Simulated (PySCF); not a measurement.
PySCF input (B3PW91/6-31G* (5d)):

```python
from pyscf import gto, dft

mol = gto.M(
    atom='''
    C    -2.42956900    0.23161900   -0.22362800
    C    -1.02485400    0.41971800    0.35357600
    C    -0.01323300   -0.33430300   -0.50003000
    S     1.66925800   -0.19644800    0.26799300
    H    -2.72075700   -0.81937000   -0.22369000
    H    -3.15000400    0.77896400    0.38257500
    H    -2.49480800    0.60946300   -1.24472200
    H    -0.77171100    1.48264700    0.37504900
    H    -0.99174800    0.05270100    1.38202500
    H     0.06069900    0.03953600   -1.51905000
    H    -0.19531900   -1.40974800   -0.51169300
    H     1.90783700    1.11569500    0.04633200
    H     2.45362400   -0.60893400   -0.75422600
    ''',
    basis='6-31g*',
    charge=1,
    spin=0,
    verbose=4,
)

mf = dft.RKS(mol, xc='b3pw91')
mf.grids.level = 3
mf.conv_tol = 1e-9
mf.max_cycle = 100
mf.max_memory = 1500
mf.kernel()
if not mf.converged:
    mf = mf.newton()
    mf.kernel(mf.make_rdm1())
mf.dip_moment()
```

Output:

```
PySCF version 2.14.0

[INPUT] verbose = 4
[INPUT] num. atoms = 13
[INPUT] num. electrons = 42
[INPUT] charge = 1
[INPUT] spin (= nelec alpha-beta = 2S) = 0
[INPUT] symmetry False subgroup None
[INPUT] Mole.unit = angstrom
[INPUT] Symbol           X                Y                Z      unit          X                Y                Z       unit  Magmom
[INPUT]  1 C     -2.429569000000   0.231619000000  -0.223628000000 AA   -4.591220010733   0.437696475246  -0.422595673784 Bohr   0.0
[INPUT]  2 C     -1.024854000000   0.419718000000   0.353576000000 AA   -1.936693377665   0.793152069550   0.668161804219 Bohr   0.0
[INPUT]  3 C     -0.013233000000  -0.334303000000  -0.500030000000 AA   -0.025006745806  -0.631741112620  -0.944919754066 Bohr   0.0
[INPUT]  4 S      1.669258000000  -0.196448000000   0.267993000000 AA    3.154440451239  -0.371232917719   0.506433373301 Bohr   0.0
[INPUT]  5 H     -2.720757000000  -0.819370000000  -0.223690000000 AA   -5.141485581493  -1.548384894685  -0.422712836804 Bohr   0.0
[INPUT]  6 H     -3.150004000000   0.778964000000   0.382575000000 AA   -5.952644851284   1.472028620896   0.722961972105 Bohr   0.0
[INPUT]  7 H     -2.494808000000   0.609463000000  -1.244722000000 AA   -4.714503853374   1.151718153056  -2.352183681221 Bohr   0.0
[INPUT]  8 H     -0.771711000000   1.482647000000   0.375049000000 AA   -1.458322437314   2.801796769408   0.708739893292 Bohr   0.0
[INPUT]  9 H     -0.991748000000   0.052701000000   1.382025000000 AA   -1.874132104585   0.099590456491   2.611648747302 Bohr   0.0
[INPUT] 10 H      0.060699000000   0.039536000000  -1.519050000000 AA    0.114704486035   0.074712212061  -2.870588469521 Bohr   0.0
[INPUT] 11 H     -0.195319000000  -1.409748000000  -0.511693000000 AA   -0.369099416924  -2.664037624653  -0.966959629857 Bohr   0.0
[INPUT] 12 H      1.907837000000   1.115695000000   0.046332000000 AA    3.605289420312   2.108357988547   0.087554790803 Bohr   0.0
[INPUT] 13 H      2.453624000000  -0.608934000000  -0.754226000000 AA    4.636677372660  -1.150718487936  -1.425280576026 Bohr   0.0

nuclear repulsion = 173.035903506993
number of shells = 44
number of NR pGTOs = 168
number of NR cGTOs = 78
basis = 6-31g*
ecp = {}

******** <class 'pyscf.dft.rks.RKS'> ********
method = RKS
initial guess = minao
damping factor = 0
level_shift factor = 0
DIIS = <class 'pyscf.scf.diis.CDIIS'>
diis_start_cycle = 1
diis_space = 8
diis_damp = 0
SCF conv_tol = 1e-09
SCF conv_tol_grad = None
SCF max_cycles = 100
direct_scf = True
direct_scf_tol = 1e-13
XC library pyscf.dft.libxc version 7.1.2
    S. Lehtola, C. Steigemann, M. J. T. Oliveira, and M. A. L. Marques,  SoftwareX 7, 1–5 (2018)
XC functionals = b3pw91
    A. D. Becke,  J. Chem. Phys. 98, 5648 (1993)
radial grids:
    Treutler-Ahlrichs [JCP 102, 346 (1995); DOI:10.1063/1.469408] (M4) radial grids

becke partition: Becke, JCP 88, 2547 (1988); DOI:10.1063/1.454033
pruning grids: <function nwchem_prune>
grids dens level: 3
symmetrized grids: False
atomic radii adjust function: <function treutler_atomic_radii_adjust>
small_rho_cutoff = 0
Set gradient conv threshold to 3.16228e-05
Initial guess from minao.
tot grids = 149512
init E= -517.96816567233
  HOMO = -0.353741730401916  LUMO = -0.0447281525007259  gap/eV = 8.40869
cycle= 1 E= -517.500490764456  delta_E= 0.468  |g|= 0.364  |ddm|= 2.95
  HOMO = -0.44987912932782  LUMO = -0.257956276838041  gap/eV = 5.22249
cycle= 2 E= -517.493082322588  delta_E= 0.00741  |g|= 0.416  |ddm|= 0.975
  HOMO = -0.509214725543667  LUMO = -0.224957367961385  gap/eV = 7.73504
cycle= 3 E= -517.542322942902  delta_E= -0.0492  |g|= 0.0378  |ddm|= 0.495
  HOMO = -0.507660766162722  LUMO = -0.217620085158188  gap/eV = 7.89241
cycle= 4 E= -517.542678283028  delta_E= -0.000355  |g|= 0.0123  |ddm|= 0.0508
  HOMO = -0.507572206796708  LUMO = -0.217931695360916  gap/eV = 7.88152
cycle= 5 E= -517.542713710666  delta_E= -3.54e-05  |g|= 0.00481  |ddm|= 0.0156
  HOMO = -0.50740277653699  LUMO = -0.217949781421153  gap/eV = 7.87642
cycle= 6 E= -517.542719797317  delta_E= -6.09e-06  |g|= 0.000814  |ddm|= 0.00499
  HOMO = -0.50732929036481  LUMO = -0.217993935086542  gap/eV = 7.87322
cycle= 7 E= -517.54271997066  delta_E= -1.73e-07  |g|= 0.000172  |ddm|= 0.00101
  HOMO = -0.507331031081296  LUMO = -0.21800508508874  gap/eV = 7.87296
cycle= 8 E= -517.542719977746  delta_E= -7.09e-09  |g|= 5.61e-05  |ddm|= 0.000209
  HOMO = -0.507333462706074  LUMO = -0.21800751972713  gap/eV = 7.87296
cycle= 9 E= -517.542719978545  delta_E= -7.99e-10  |g|= 8.55e-06  |ddm|= 5.9e-05
  HOMO = -0.507334297969169  LUMO = -0.218006933559187  gap/eV = 7.87300
Extra cycle  E= -517.542719978549  delta_E= -4.89e-12  |g|= 7.89e-06  |ddm|= 1.75e-05
converged SCF energy = -517.542719978549

WARN: System has nonzero charge 1; the dipole moment is origin-dependent.
Location of origin: [0. 0. 0.]

Dipole moment(X, Y, Z, Debye):  4.23515,  0.03519, -1.17795
```

The dipole moment of an ion depends on the origin.

The geometry given is a B3LYP-D3(BJ)/def2-TZVP minimum.
